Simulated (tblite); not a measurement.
C2H10F2N2Si2.
Numbering: `[CH3:1][NH:2][Si@H:3]([F:4])[NH:5][SiH2:6][CH2:7][F:8]` (hydrogens: H9, H10, H11 on C1; H12 on N2; H13 on Si3; H14 on N5; H15, H16 on Si6; H17, H18 on C7)

Computed with GFN2-xTB (tblite), gas phase: L-BFGS steps from a force-field or distance-geometry start until the largest atomic force falls under 0.01 eV/Å.

Step 31: E = -769.2898 eV
```
atom  x, y, z in Å  |  force x, y, z in eV/Å
C1      3.4165    0.3820   -0.1812    0.024  -0.003   0.015
N2      2.1985   -0.1522    0.3955    0.013  -0.042   0.022
Si3     0.9530   -0.7528   -0.6127   -0.131   0.174   0.044
F4      0.9927    0.2453   -1.8690   -0.020  -0.039  -0.088
N5     -0.6183   -0.5453    0.0752   -0.118  -0.021   0.005
Si6    -1.8351    0.5367   -0.5194    0.096   0.054   0.008
C7     -3.5907    0.0368    0.0860    0.067  -0.010  -0.017
F8     -3.9958    0.8566    1.1244    0.037  -0.041  -0.001
H9      3.9587    0.9438    0.5775    0.037   0.031  -0.017
H10     4.0661   -0.4040   -0.5797    0.048   0.035   0.027
H11     3.1442    1.0491   -0.9953    0.049  -0.019   0.026
H12     2.3899   -0.6466    1.2524   -0.032   0.032   0.073
H13     1.1332   -2.0863   -1.1586   -0.063  -0.107  -0.085
H14    -0.7725   -0.9703    0.9739    0.008   0.004  -0.014
H15    -1.6391    1.9152   -0.0557    0.015  -0.022  -0.028
H16    -1.8084    0.4023   -1.9741   -0.048   0.008  -0.013
H17    -3.6782   -0.9864    0.4572    0.014   0.000  -0.020
H18    -4.3233    0.1822   -0.7116    0.003  -0.033   0.063
```

Step 32: E = -769.2945 eV
```
atom  x, y, z in Å  |  force x, y, z in eV/Å
C1      3.4185    0.3814   -0.1729    0.046  -0.020  -0.010
N2      2.1953   -0.1538    0.3927    0.028   0.002   0.018
Si3     0.9531   -0.7538   -0.6215   -0.137   0.230   0.070
F4      1.0017    0.2281   -1.8902   -0.023  -0.016  -0.065
N5     -0.6225   -0.5456    0.0604   -0.090   0.011  -0.008
Si6    -1.8415    0.5416   -0.5229    0.152   0.062  -0.004
C7     -3.5894    0.0333    0.0900    0.059  -0.003  -0.003
F8     -3.9840    0.8508    1.1335    0.013  -0.029   0.033
H9      3.9632    0.9434    0.5852   -0.030   0.031  -0.011
H10     4.0723   -0.4035   -0.5650    0.052  -0.009   0.017
H11     3.1550    1.0436   -0.9937    0.035   0.002   0.040
H12     2.3770   -0.6411    1.2556   -0.033   0.029   0.066
H13     1.1359   -2.0855   -1.1613   -0.059  -0.183  -0.099
H14    -0.7683   -0.9566    0.9669    0.002  -0.006  -0.003
H15    -1.6537    1.9226   -0.0569    0.022  -0.057  -0.034
H16    -1.8197    0.4111   -1.9770   -0.041   0.009  -0.030
H17    -3.6710   -0.9903    0.4602    0.009  -0.016  -0.018
H18    -4.3307    0.1804   -0.6983   -0.004  -0.038   0.040
```

Q: Estimate the geometry and energy of step 33. (The exact step hangs on the optimiser's Hessian estimate; all steps are aligned on step 32, rigid shifts and turns removed.)

A: E = -769.2995 eV, largest force 0.216 eV/Å
```
atom  x, y, z in Å  |  force x, y, z in eV/Å
C1      3.4218    0.3799   -0.1637    0.058  -0.037  -0.029
N2      2.1927   -0.1578    0.3885    0.035   0.042   0.011
Si3     0.9512   -0.7543   -0.6308   -0.084   0.190   0.059
F4      1.0113    0.2072   -1.9151   -0.029   0.009  -0.025
N5     -0.6278   -0.5435    0.0462   -0.033   0.033  -0.027
Si6    -1.8461    0.5486   -0.5276    0.142   0.059  -0.028
C7     -3.5857    0.0294    0.0945    0.038   0.004   0.015
F8     -3.9694    0.8432    1.1447   -0.004  -0.021   0.065
H9      3.9665    0.9430    0.5949   -0.097   0.030  -0.003
H10     4.0822   -0.4023   -0.5482    0.048  -0.058   0.009
H11     3.1683    1.0374   -0.9911    0.015   0.022   0.048
H12     2.3612   -0.6304    1.2628   -0.041   0.028   0.032
H13     1.1368   -2.0878   -1.1705   -0.071  -0.162  -0.063
H14    -0.7674   -0.9409    0.9594    0.001  -0.021   0.017
H15    -1.6711    1.9308   -0.0586    0.040  -0.066  -0.036
H16    -1.8345    0.4208   -1.9812   -0.026   0.012  -0.046
H17    -3.6605   -0.9950    0.4626    0.010  -0.027  -0.014
H18    -4.3382    0.1776   -0.6820   -0.002  -0.039   0.012
```

The energy changes by -0.0051 eV. The first-order estimate −F·Δx gives -0.0071 eV and the mean of the old and new forces, exact on a quadratic surface, -0.0050 eV. The step makes an angle of 77° with the force vector and moves no atom by more than 0.034 Å.

The cost below is that of the whole relaxation. On an Arm Neoverse N1 with one thread (shared host), this took 2.1 s wall.
